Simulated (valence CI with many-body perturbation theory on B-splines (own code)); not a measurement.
## Level structure of Hf XXIV

Level of theory: valence CI with perturbative core correlation (CI+MBPT): three valence electrons over a frozen Dirac-Fock core [Kr] 4d10, radial functions for each j: 7 s, 7 p, 7 d, 7 f, 4 g, 2 h, with the one-electron correlation potential Σ1 (screened to all orders), the two-electron term Σ2, the three-electron term Σ3, Breit, model QED; selected single and double excitations, second order for the rest, scaled by the run's own slope (own B-spline code, finite nucleus).

No measured spectrum was set against this ion. As an estimate, terms of the open shell hold to a few per cent of their energy, and close levels can change places. Excitations out of the core, of the other parity, are not computed and may begin above about 152 eV (a cautious bound); beyond it only levels of the ground parity were kept, without lifetimes.

Levels 1 to 45 of 136, with energies above the lowest level, 4f3 4I°_9/2. "Leading %" is the weight of the configuration and term that name the level; weights of strongly mixed levels are sums over their largest components and can fall short. In the jj column 3d3/2^4 stands for four electrons in 3d with j = 3/2. Lifetimes count E1, E2, E3, M1 and M2 decay at the calculated energies, and are blank where another channel may lead or the interval is too uncertain; long ones can be off by a factor of two.

```tsv
No.	Configuration	Term	J	E (cm⁻¹)	Leading %	Second component	Leading jj	Lifetime
1	4f3	4I°	9/2	0	85	14 % 4f3 2H°	4f5/2^3 (80 %)	
2	4f3	4I°	11/2	15938	96	4 % 4f3 2H°	4f5/2^2 4f7/2 (93 %)	6.45 ms
3	4f3	4I°	13/2	29953	94	5 % 4f3 2K°	4f5/2 4f7/2^2 (66 %)	8.20 ms
4	4f3	4F°	3/2	32514	68	23 % 4f3 2D°	4f5/2^3 (75 %)	
5	4f3	2H°	9/2	39084	41	32 % 4f3 2G°	4f5/2^2 4f7/2 (76 %)	3.98 ms
6	4f3	4I°	15/2	42376	86	13 % 4f3 2K°	4f5/2 4f7/2^2 (50 %)	17.8 ms
7	4f3	4F°	5/2	43280	83	9 % 4f3 2D°	4f5/2^2 4f7/2 (66 %)	27.7 ms
8	4f3	4S°	3/2	47758	67	20 % 4f3 2P°	4f5/2^2 4f7/2 (83 %)	26.1 ms
9	4f3	4F°	7/2	48304	56	38 % 4f3 2G°	4f5/2^2 4f7/2 (87 %)	35.7 ms
10	4f3	4G°	5/2	51152	85	7 % 4f3 4F°	4f5/2^2 4f7/2 (47 %)	54.1 ms
11	4f3	4G°	7/2	58211	64	23 % 4f3 4F°	4f5/2^2 4f7/2 (79 %)	10.3 ms
12	4f3	4F°	9/2	60041	63	26 % 4f3 2H°	4f5/2 4f7/2^2 (85 %)	4.47 ms
13	4f3	2H°	11/2	62225	74	19 % 4f3 4G°	4f5/2 4f7/2^2 (70 %)	4.09 ms
14	4f3	2K°	13/2	63235	91	5 % 4f3 4I°	4f5/2^2 4f7/2 (59 %)	3.02 ms
15	4f3	2G°	7/2	69871	51	28 % 4f3 4G°	4f5/2 4f7/2^2 (84 %)	4.14 ms
16	4f3	2D°	3/2	69983	33	22 % 4f3 4S°	4f5/2 4f7/2^2 (63 %)	2.89 ms
17	4f3	4G°	9/2	72237	86	12 % 4f3 2H°	4f5/2 4f7/2^2 (75 %)	4.61 ms
18	4f3	2P°	1/2	73884	68	32 % 4f3 4D°	4f5/2^2 4f7/2 (84 %)	5.71 ms
19	4f3	2K°	15/2	74249	53	34 % 4f3 2L°	4f5/2^2 4f7/2 (65 %)	3.16 ms
20	4f3	2D°	5/2	80158	60	27 % 4f3 4D°	4f5/2^2 4f7/2 (57 %)	5.74 ms
21	4f3	2H°	11/2	81593	46	42 % 4f3 4G°	4f5/2^2 4f7/2 (48 %)	11.8 ms
22	4f3	4D°	3/2	85693	50	36 % 4f3 2D°	4f5/2^2 4f7/2 (68 %)	9.54 ms
23	4f3	2D°	5/2	85939	61	31 % 4f3 4D°	4f5/2 4f7/2^2 (66 %)	3.49 ms
24	4f3	2G°	9/2	87576	53	24 % 4f3 4F°	4f7/2^3 (72 %)	2.37 ms
25	4f3	2I°	11/2	90167	62	31 % 4f3 4G°	4f5/2 4f7/2^2 (61 %)	4.65 ms
26	4f3	4D°	1/2	95499	68	32 % 4f3 2P°	4f5/2 4f7/2^2 (84 %)	7.88 ms
27	4f3	2D°	3/2	98742	45	33 % 4f3 2P°	4f5/2 4f7/2^2 (53 %)	1.72 ms
28	4f3	2L°	15/2	99510	65	33 % 4f3 2K°	4f5/2 4f7/2^2 (49 %)	2.52 ms
29	4f3	2I°	13/2	100290	95	4 % 4f3 2K°	4f5/2 4f7/2^2 (93 %)	5.98 ms
30	4f3	4D°	7/2	101950	93	6 % 4f3 2F°	4f5/2 4f7/2^2 (69 %)	7.21 ms
31	4f3	2L°	17/2	103490	100		4f5/2 4f7/2^2 (100 %)	7.26 ms
32	4f3	2H°	9/2	104270	82	12 % 4f3 2G°	4f5/2 4f7/2^2 (42 %)	3.12 ms
33	4f3	2F°	5/2	112880	48	33 % 4f3 4D°	4f5/2 4f7/2^2 (85 %)	1.26 ms
34	4f3	2D°	3/2	115250	61	23 % 4f3 4D°	4f7/2^3 (57 %)	1.93 ms
35	4f3	2H°	11/2	118340	68	24 % 4f3 2I°	4f7/2^3 (62 %)	1.92 ms
36	4f3	2F°	7/2	132120	88	5 % 4f3 4D°	4f5/2 4f7/2^2 (49 %)	1.48 ms
37	4f3	2D°	5/2	132290	54	34 % 4f3 2F°	4f7/2^3 (75 %)	1.24 ms
38	4f3	2G°	9/2	144090	94	5 % 4f3 2H°	4f5/2 4f7/2^2 (73 %)	3.01 ms
39	4f3	2G°	7/2	147940	91	9 % 4f3 2F°	4f5/2 4f7/2^2 (47 %)	4.14 ms
40	4f3	2F°	7/2	199040	93	6 % 4f3 2G°	4f7/2^3 (41 %)	702 μs
41	4f3	2F°	5/2	204850	99		4f5/2 4f7/2^2 (85 %)	1.09 ms
42	4f2 5s	4H	7/2	700320	91	8 % 4f2 5s 2G	4f5/2^2 5s (95 %)	6.58 μs
43	4f2 5s	4H	9/2	705400	62	27 % 4f2 5s 2H	4f5/2^2 5s (89 %)	5.13 μs
44	4f2 5s	4F	3/2	716990	90	10 % 4f2 5s 2D	4f5/2^2 5s (82 %)	1.62 μs
45	4f2 5s	4F	5/2	721100	71	18 % 4f2 5s 2F	4f5/2^2 5s (75 %)	1.57 μs
```

Names give the largest LS component (configuration and term), which can be under half, so a name can repeat, a term be missing and a line seem to break the LS rules; names also repeat where a configuration has a term twice.

Where two levels of one J and parity lie close, their mixing, g and order are uncertain.

The ionisation energy to 4f2 3H_4 of the next ion comes out as 675.59 eV (NIST: 690 ± 30 eV (theoretical)). All 136 levels together are meant to be complete up to 1228800 cm⁻¹.
